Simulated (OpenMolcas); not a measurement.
## W V: CASPT2 settings compared

- Program: OpenMolcas
- Basis: ANO-RCC-VDZP [7s6p4d2f1g]
- Scalar Hamiltonian: DKH3, point nucleus
- Active space: 2 electrons in 10 orbitals (5d 6d)
- State averaging: 2S+1 = 3 even, 10 roots; 2S+1 = 1 even, 15 roots
- Spin-orbit coupling: state interaction with AMFI integrals over the reference wave functions, term energies averaged over their components

Methods on the same reference wave functions:
A. CASSCF
B. SS-CASPT2, IPEA 0.5 Eh, imaginary shift 0.5 Eh (closed shells correlated: 4f 5s 5p)
C. XMS-CASPT2, IPEA 0.4 Eh, imaginary shift 0.05 Eh (closed shells correlated: 4f 5s 5p)
D. XMS-CASPT2, IPEA 0.75 Eh, real shift 0.25 Eh (closed shells correlated: 4f 5s 5p)

Energies in cm-1 above 5d2 3F2, the measured ground level; measured values from the list in J. Phys. B 45, 065001 (2012).

```json
{"Level": "5d2 3F2", "A": "0.0", "B": "0.0", "C": "0.0", "D": "0.0", "Measured": "0.0"}
{"Level": "5d2 3F3", "A": "7265", "B": "7400", "C": "7450", "D": "7410", "Measured": ""}
{"Level": "5d2 3F4", "A": "13460", "B": "13530", "C": "13570", "D": "13530", "Measured": ""}
{"Level": "5d2 3P0", "A": "15031", "B": "13940", "C": "13890", "D": "13950", "Measured": "12839"}
{"Level": "5d2 1D2 [52 %]", "A": "16838", "B": "15810", "C": "15570", "D": "15750", "Measured": ""}
{"Level": "5d2 3P1", "A": "19090", "B": "18140", "C": "18070", "D": "18130", "Measured": "16331"}
{"Level": "5d2 1G4", "A": "26019", "B": "25500", "C": "25510", "D": "25410", "Measured": "22346"}
{"Level": "5d2 3P2 [58 %]", "A": "27018", "B": "25970", "C": "25770", "D": "25920", "Measured": "22615"}
{"Level": "5d2 1S0", "A": "50296", "B": "47400", "C": "47480", "D": "47630", "Measured": "43110"}
```

Deviations, from unrounded energies. A percentage is the sum of absolute deviations over the sum of measured energies, with the sign that they share, or ± where signs differ.

```csv
Against measurement,Levels,A,B,C,D
mean absolute deviation (cm-1),5,4000,2700,2700,2800
other terms of the ground configuration (%),5,+17.2,+11.7,+11.5,+11.8
```

B, C, D lie about equally close to measurement and A furthest from it. The largest miss of C in the table is 5d2 1S0, by +4400 cm-1. The ranking rests on the paired levels alone, and a cruder setting can come out closer through cancelling errors.

Among B to D the level of the table that moves most is 5d2 1D2 [52 %], by 240 cm-1 (lowest in C, highest in B). Moves below CASPT2's spread within the term are not significant.

The mean deviations of B to D differ by less than CASPT2's widest spread within a term (1100 cm-1), so their order carries little weight.

From A to B the spin-free energies of the other terms of 5d2 shown, above 3F, scale by factors of 0.86 to 0.95, as is usual when dynamic correlation screens the repulsion within a d or f shell.

The lowest spin-free term lies below A's lowest term by 0.746 hartree in B, 0.749 hartree in C, 0.745 hartree in D.

CASPT2 does not keep the components of a term degenerate, so their means are used; among the terms shown or strongly mixed into the levels shown the widest spread is 1100 cm-1 (5d2 1G, D). Active for correlation alone: 6d; no level in the range computed is led by a configuration that fills it, so any true level of that kind is missing. The basis is small and was not contracted for so high a charge. Without dynamic correlation excited terms often stand tens of per cent too high (terms of higher spin than the ground term too low), and those without a measured partner can miss by more than the paired ones (holds for A). Measured partners are found by configuration, term and J. A level has none where our copy of the source lacks it or the pairing is in doubt (some pairs that miss far off the trend of their configuration count as doubtful), and it then counts in no deviation. Levels of configurations outside the active space are missing.

A share in square brackets marks a mixed level and gives the weight of the term that names it, the lowest over the columns.
